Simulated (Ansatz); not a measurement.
Process, species as SMILES: BBr (BH2Br) → [BH]Br + H atom (the B-H bond at the site shown breaks; other sites are not compared here)
Structures are relaxed separately at B3LYP-D3(BJ)/def2-TZVP in Ansatz (a first-principles code).
Geometry of the first species:
SMILES: BBr
```xyz
4

B     -1.5458     0.1038    -0.1796
Br     0.3404    -0.0229     0.0396
H     -1.9662     0.9940    -0.8363
H     -2.2187    -0.7130     0.3500
```

Quantity: bond dissociation energy (electronic energy difference), in kcal/mol. Valence correlation only, unless marked. Open shells are spin-unrestricted. No spin-orbit coupling. The frozen core is the preceding noble-gas configuration, with the filled d and f shells of earlier blocks. No relativistic terms. FCI takes restricted orbitals. CBS marks a two-point X^-3 extrapolation of the correlation energy; Hartree-Fock from the larger set (for Q and 5 zeta extrapolated as (X+1)exp(-9√X)). [CCSD(T)-MP2]/basis is that difference in the basis named.

| level | program | bond dissociation energy (kcal/mol) |
|---|---|---|
| HF/cc-pVDZ | Ansatz | 87.0 |
| SVWN5/def2-TZVPD | Ansatz | 114.2 |
| B3LYP-D4/def2-TZVPD | Ansatz + dftd4 | 108.4 |
| PBE0-D3(BJ)/def2-TZVPD | Ansatz + dftd3 | 105.3 |
| PBE0-D4/def2-TZVP | Ansatz + dftd4 | 105.3 |
| r2SCAN0-D4/def2-TZVPD | Ansatz + dftd4 | 104.7 |
| HSE06-D4/def2-TZVPD | Ansatz + dftd4 | 105.3 |
| RI-MP2/def2-QZVPP | Ansatz | 107.5 |
| RI-MP2/CBS(def2-TZVPP,def2-QZVPP) | Ansatz | 108.2 |
| CCSD/aug-cc-pVTZ | Ansatz | 108.4 |
| CCSD/def2-QZVPPD | Ansatz | 109.0 |
| CCSD/CBS(aug-cc-pVTZ,aug-cc-pVQZ) | Ansatz | 109.5 |
| FCI/STO-3G | Ansatz | 126.9 |
| RI-MP2/CBS(def2-TZVPPD,def2-QZVPPD)+[CCSD(T)-MP2]/def2-SVPD | Ansatz | 110.4 |
| CCSD(T)/CBS(cc-pVQZ,cc-pV5Z) | Ansatz | 109.5 |
